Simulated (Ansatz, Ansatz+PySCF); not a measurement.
```xyz
2

P     0.0000    0.0000    0.0000
O     0.0000    0.0000    1.9600
```

Basis set: 6-31G (spherical functions). Correlated methods keep 6 orbitals frozen. Correlation on ROHF uses semicanonical orbitals with singles. Charge 0, multiplicity 2.

Computed with Ansatz (development build ahead of 0.2.0); the reference of a correlated method needn't be the lowest determinant of its kind.

(1) Give the atomization energy at this shape (free ground-state atoms in the same class of orbitals less the molecule, no zero-point energy) of doublet PO by ROHF-CCSD(T), UHF-CCSD(T).

Results:

(1)

```csv
method,atomization energy
ROHF-CCSD(T),2.36 eV
UHF-CCSD(T),2.19 eV
```

Caution: large amplitudes, a single reference is doubtful; the reference determinant was not shown to be the lowest; the shape is not the minimum. Caution for ROHF-CCSD(T): an unrestricted determinant lies well below. Caution for UHF-CCSD(T): a plain start can end on a higher determinant; another reference gives a lower total; the program doubts this total; the unrestricted determinant is a mixture of spin states.

This basis has no polarisation functions and is too small for such energies, which can lie far from measured ones in either direction.
